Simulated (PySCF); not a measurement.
## Calculated data, CH3B2, B2FHN

Computed with PySCF 2.14.0. Calculation on a computer-drawn molecule: vertical ionisation energy to the stated ion spin, frozen-core CCSD(T) at the basis limit and cheaper methods, single-reference cases, UHF for radicals, no spin-orbit; all values are single points at the evaluated structure, the first of each entry, which is the reference or a displaced copy of it and isn't optimised; the reference structure only sets the zero of the energies above reference; triples share is (T) over the correlation energy.

Common to all runs: charge 1; multiplicity 1; ion multiplicity 2; diffuse functions no; basis cc-pVnZ; reference is the Hartree-Fock double-zeta minimum; best is HF at quadruple zeta + MP2 correlation extrapolated from triple and quadruple zeta + CCSD(T) minus MP2 at triple zeta; basis step is the size of the change from the same recipe one zeta lower.

(1) CH3B2

Evaluated structure:
```xyz
6
CH3B2
B     -1.8551    -0.8017     1.2507
C     -2.0197     0.5595     0.8817
B     -1.5245     1.1265    -0.3221
H     -1.7170    -1.9262     1.5511
H     -2.5638     1.2144     1.5703
H     -1.1141     1.5906    -1.3171
```

Reference structure:
```xyz
6
CH3B2
B     -1.8551    -0.8017     1.2507
C     -2.0197     0.5595     0.8817
B     -1.5245     1.1265    -0.3221
H     -1.7170    -1.9262     1.5511
H     -2.5638     1.2144     1.5703
H     -1.1141     1.5906    -1.3171
```

Results for CH3B2: ionisation energy best 17.07 eV; ionisation energy basis step 0.01873 eV; energy above reference best 0 kcal/mol; energy above reference basis step 0 kcal/mol; ionisation energy Koopmans at triple zeta 16.61 eV; ionisation energy EOM CCSD at triple zeta 16.92 eV; total energy HF triple zeta -88.6736 hartree; total energy CCSD(T) triple zeta -89.0229 hartree; total energy best -89.0631 hartree; T1 diagnostic at triple zeta 0.01483; D1 diagnostic at triple zeta 0.03183; ion T1 diagnostic at triple zeta 0.01098; ion D1 diagnostic at triple zeta 0.02585; ion spin squared at triple zeta 0.7554; triples share at triple zeta 0.04373; basis functions triple zeta 132.

Drawn bonds:
```
atom  other atom  order
   1           2      2
   2           3      1
   1           4      1
   2           5      1
   3           6      1
```

Triple zeta:
```
 method  ionisation energy (eV)  energy above reference (kcal/mol)
     HF                   15.31                                  0
    PBE                   17.23                                  0
 r2SCAN                   17.03                                  0
  B3LYP                   17.08                                  0
  wB97X                   16.86                                  0
    MP2                      17                                  0
   CCSD                   16.79                                  0
CCSD(T)                   16.97                                  0
```

(2) CH3B2

Evaluated structure:
```xyz
6
CH3B2
B     -1.8810    -0.8553     1.2177
C     -2.0310     0.6443     0.8906
B     -1.4645     1.0073    -0.3553
H     -1.7044    -1.8389     1.6897
H     -2.6303     1.2771     1.6311
H     -1.1152     1.4728    -1.2492
```

Reference structure:
```xyz
6
CH3B2
B     -1.8551    -0.8017     1.2507
C     -2.0197     0.5595     0.8817
B     -1.5245     1.1265    -0.3221
H     -1.7170    -1.9262     1.5511
H     -2.5638     1.2144     1.5703
H     -1.1141     1.5906    -1.3171
```

Results for CH3B2: ionisation energy best 16.79 eV; ionisation energy basis step 0.01743 eV; energy above reference best 16.78 kcal/mol; energy above reference basis step 0.4946 kcal/mol; ionisation energy Koopmans at triple zeta 16.26 eV; ionisation energy EOM CCSD at triple zeta 16.64 eV; total energy HF triple zeta -88.6450 hartree; total energy CCSD(T) triple zeta -88.9967 hartree; total energy best -89.0364 hartree; T1 diagnostic at triple zeta 0.01587; D1 diagnostic at triple zeta 0.03606; ion T1 diagnostic at triple zeta 0.01195; ion D1 diagnostic at triple zeta 0.03063; ion spin squared at triple zeta 0.7561; triples share at triple zeta 0.04539; basis functions triple zeta 132.

Drawn bonds:
```
atom  other atom  order
   1           2      2
   2           3      1
   1           4      1
   2           5      1
   3           6      1
```

Triple zeta:
```
 method  ionisation energy (eV)  energy above reference (kcal/mol)
     HF                      15                              17.97
    PBE                   16.94                              16.85
 r2SCAN                   16.74                              17.31
  B3LYP                   16.79                               17.1
  wB97X                   16.55                              17.77
    MP2                   16.71                              16.72
   CCSD                    16.5                              16.84
CCSD(T)                   16.69                              16.41
```

(3) CH3B2

Evaluated structure:
```xyz
6
CH3B2
B     -1.8241    -0.7489     1.2645
C     -2.1047     0.5278     0.8447
B     -1.5740     1.1171    -0.3129
H     -1.7279    -1.9354     1.5904
H     -2.7803     1.5339     1.9132
H     -1.0791     1.6173    -1.3255
```

Reference structure:
```xyz
6
CH3B2
B     -1.8551    -0.8017     1.2507
C     -2.0197     0.5595     0.8817
B     -1.5245     1.1265    -0.3221
H     -1.7170    -1.9262     1.5511
H     -2.5638     1.2144     1.5703
H     -1.1141     1.5906    -1.3171
```

It finds ionisation energy best 16.99 eV; ionisation energy basis step 0.01057 eV; energy above reference best 45.92 kcal/mol; energy above reference basis step 0.3072 kcal/mol; ionisation energy Koopmans at triple zeta 16.74 eV; ionisation energy EOM CCSD at triple zeta 16.81 eV; total energy HF triple zeta -88.5884 hartree; total energy CCSD(T) triple zeta -88.9494 hartree; total energy best -88.9900 hartree; T1 diagnostic at triple zeta 0.01502; D1 diagnostic at triple zeta 0.03261; ion T1 diagnostic at triple zeta 0.01774; ion D1 diagnostic at triple zeta 0.05601; ion spin squared at triple zeta 0.7799; triples share at triple zeta 0.04835; basis functions triple zeta 132.

Drawn bonds:
```
atom  other atom  order
   1           2      2
   2           3      1
   1           4      1
   2           5      1
   3           6      1
```

Triple zeta:
```
 method  ionisation energy (eV)  energy above reference (kcal/mol)
     HF                   15.18                              53.47
    PBE                   17.07                              42.09
 r2SCAN                   16.89                               45.3
  B3LYP                   16.93                              45.33
  wB97X                   16.72                              48.23
    MP2                   16.92                              47.75
   CCSD                   16.69                              47.49
CCSD(T)                   16.88                              46.12
```

(4) B2FHN

Evaluated structure:
```xyz
5
B2FHN
B     -0.7810     0.0104    -1.5805
N     -0.3047     0.9722    -0.9297
B      0.1376     1.9776    -0.2473
F      0.4720     2.9603     0.4807
H     -1.1710    -0.9321    -2.1592
```

Reference structure:
```xyz
5
B2FHN
B     -0.7720     0.0214    -1.5633
N     -0.3421     1.0323    -0.9044
B      0.0898     2.0480    -0.2425
F      0.5066     3.0280     0.3962
H     -1.1642    -0.9008    -2.1644
```

It finds ionisation energy best 19.97 eV; ionisation energy basis step 0.03523 eV; energy above reference best 1.509 kcal/mol; energy above reference basis step 0.06118 kcal/mol; ionisation energy Koopmans at triple zeta 20.35 eV; ionisation energy EOM CCSD at triple zeta 19.83 eV; total energy HF triple zeta -203.7361 hartree; total energy CCSD(T) triple zeta -204.3552 hartree; total energy best -204.4516 hartree; T1 diagnostic at triple zeta 0.01494; D1 diagnostic at triple zeta 0.03325; ion T1 diagnostic at triple zeta 0.02077; ion D1 diagnostic at triple zeta 0.08699; ion spin squared at triple zeta 0.756; triples share at triple zeta 0.03892; basis functions triple zeta 134.

Drawn bonds:
```
atom  other atom  order
   1           2      2
   2           3      1
   3           4      1
   1           5      1
```

Triple zeta:
```
 method  ionisation energy (eV)  energy above reference (kcal/mol)
     HF                   18.29                              1.902
    PBE                   19.83                              1.214
 r2SCAN                   19.75                              1.409
  B3LYP                   19.88                              1.338
  wB97X                   19.75                              1.329
    MP2                      20                              1.447
   CCSD                    19.7                               1.53
CCSD(T)                   19.83                              1.497
```

(5) B2FHN

Evaluated structure:
```xyz
5
B2FHN
B     -0.7810     0.0104    -1.5805
N     -0.3047     0.9722    -0.9297
B      0.1256     1.9504    -0.2658
F      0.4600     2.9331     0.4622
H     -1.1710    -0.9321    -2.1592
```

Reference structure:
```xyz
5
B2FHN
B     -0.7720     0.0214    -1.5633
N     -0.3421     1.0323    -0.9044
B      0.0898     2.0480    -0.2425
F      0.5066     3.0280     0.3962
H     -1.1642    -0.9008    -2.1644
```

The calculation gives: ionisation energy best 20.16 eV; ionisation energy basis step 0.03671 eV; energy above reference best 2.813 kcal/mol; energy above reference basis step 0.1724 kcal/mol; ionisation energy Koopmans at triple zeta 20.55 eV; ionisation energy EOM CCSD at triple zeta 20.02 eV; total energy HF triple zeta -203.7353 hartree; total energy CCSD(T) triple zeta -204.3527 hartree; total energy best -204.4495 hartree; T1 diagnostic at triple zeta 0.01476; D1 diagnostic at triple zeta 0.03232; ion T1 diagnostic at triple zeta 0.02183; ion D1 diagnostic at triple zeta 0.09656; ion spin squared at triple zeta 0.7559; triples share at triple zeta 0.03844; basis functions triple zeta 134.

Drawn bonds:
```
atom  other atom  order
   1           2      2
   2           3      1
   3           4      1
   1           5      1
```

Triple zeta:
```
 method  ionisation energy (eV)  energy above reference (kcal/mol)
     HF                   18.51                              2.446
    PBE                   19.98                              2.891
 r2SCAN                   19.92                              2.665
  B3LYP                   20.05                              2.517
  wB97X                   19.94                              2.557
    MP2                   20.19                              3.045
   CCSD                    19.9                              2.883
CCSD(T)                   20.02                              3.075
```

(6) B2FHN

Evaluated structure:
```xyz
5
B2FHN
B     -0.7810     0.0104    -1.5805
N     -0.3047     0.9722    -0.9297
B      0.1756     2.0639    -0.1887
F      0.5100     3.0466     0.5393
H     -1.1710    -0.9321    -2.1592
```

Reference structure:
```xyz
5
B2FHN
B     -0.7720     0.0214    -1.5633
N     -0.3421     1.0323    -0.9044
B      0.0898     2.0480    -0.2425
F      0.5066     3.0280     0.3962
H     -1.1642    -0.9008    -2.1644
```

Results for B2FHN: ionisation energy best 19.39 eV; ionisation energy basis step 0.03138 eV; energy above reference best 8.437 kcal/mol; energy above reference basis step 0.6931 kcal/mol; ionisation energy Koopmans at triple zeta 19.76 eV; ionisation energy EOM CCSD at triple zeta 19.26 eV; total energy HF triple zeta -203.7208 hartree; total energy CCSD(T) triple zeta -204.3453 hartree; total energy best -204.4405 hartree; T1 diagnostic at triple zeta 0.01565; D1 diagnostic at triple zeta 0.03675; ion T1 diagnostic at triple zeta 0.01907; ion D1 diagnostic at triple zeta 0.06754; ion spin squared at triple zeta 0.7569; triples share at triple zeta 0.04039; basis functions triple zeta 134.

Drawn bonds:
```
atom  other atom  order
   1           2      2
   2           3      1
   3           4      1
   1           5      1
```

Triple zeta:
```
 method  ionisation energy (eV)  energy above reference (kcal/mol)
     HF                   17.63                               11.5
    PBE                   19.36                              6.984
 r2SCAN                   19.22                              8.525
  B3LYP                   19.33                              8.611
  wB97X                   19.18                              8.567
    MP2                   19.43                              7.683
   CCSD                   19.11                              8.483
CCSD(T)                   19.26                              7.743
```

(7) B2FHN

Evaluated structure:
```xyz
5
B2FHN
B     -0.7810     0.0104    -1.5805
N     -0.3047     0.9722    -0.9297
B      0.2026     2.1253    -0.1470
F      0.5370     3.1080     0.5810
H     -1.1710    -0.9321    -2.1592
```

Reference structure:
```xyz
5
B2FHN
B     -0.7720     0.0214    -1.5633
N     -0.3421     1.0323    -0.9044
B      0.0898     2.0480    -0.2425
F      0.5066     3.0280     0.3962
H     -1.1642    -0.9008    -2.1644
```

It finds ionisation energy best 19.02 eV; ionisation energy basis step 0.02912 eV; energy above reference best 20 kcal/mol; energy above reference basis step 1.043 kcal/mol; ionisation energy Koopmans at triple zeta 19.4 eV; ionisation energy EOM CCSD at triple zeta 18.88 eV; total energy HF triple zeta -203.6991 hartree; total energy CCSD(T) triple zeta -204.3274 hartree; total energy best -204.4221 hartree; T1 diagnostic at triple zeta 0.01629; D1 diagnostic at triple zeta 0.03955; ion T1 diagnostic at triple zeta 0.01871; ion D1 diagnostic at triple zeta 0.05985; ion spin squared at triple zeta 0.7578; triples share at triple zeta 0.04138; basis functions triple zeta 134.

Drawn bonds:
```
atom  other atom  order
   1           2      2
   2           3      1
   3           4      1
   1           5      1
```

Triple zeta:
```
 method  ionisation energy (eV)  energy above reference (kcal/mol)
     HF                   17.21                              25.16
    PBE                   19.02                              17.79
 r2SCAN                   18.86                              20.29
  B3LYP                   18.96                              20.42
  wB97X                   18.79                              20.46
    MP2                   19.06                              18.99
   CCSD                   18.72                              20.21
CCSD(T)                   18.88                              18.99
```

(8) B2FHN

Evaluated structure:
```xyz
5
B2FHN
B     -0.7810     0.0104    -1.5805
N     -0.3047     0.9722    -0.9297
B      0.2382     2.2062    -0.0922
F      0.5726     3.1889     0.6358
H     -1.1710    -0.9321    -2.1592
```

Reference structure:
```xyz
5
B2FHN
B     -0.7720     0.0214    -1.5633
N     -0.3421     1.0323    -0.9044
B      0.0898     2.0480    -0.2425
F      0.5066     3.0280     0.3962
H     -1.1642    -0.9008    -2.1644
```

It finds ionisation energy best 18.57 eV; ionisation energy basis step 0.02624 eV; energy above reference best 39.58 kcal/mol; energy above reference basis step 1.408 kcal/mol; ionisation energy Koopmans at triple zeta 18.97 eV; ionisation energy EOM CCSD at triple zeta 18.43 eV; total energy HF triple zeta -203.6632 hartree; total energy CCSD(T) triple zeta -204.2966 hartree; total energy best -204.3909 hartree; T1 diagnostic at triple zeta 0.01728; D1 diagnostic at triple zeta 0.04352; ion T1 diagnostic at triple zeta 0.01877; ion D1 diagnostic at triple zeta 0.0539; ion spin squared at triple zeta 0.7598; triples share at triple zeta 0.04259; basis functions triple zeta 134.

Drawn bonds:
```
atom  other atom  order
   1           2      2
   2           3      1
   3           4      1
   1           5      1
```

Triple zeta:
```
 method  ionisation energy (eV)  energy above reference (kcal/mol)
     HF                   16.71                              47.67
    PBE                    18.6                              36.49
 r2SCAN                   18.42                              40.23
  B3LYP                   18.52                              40.34
  wB97X                   18.33                              40.64
    MP2                   18.62                              38.52
   CCSD                   18.26                              40.14
CCSD(T)                   18.44                              38.29
```
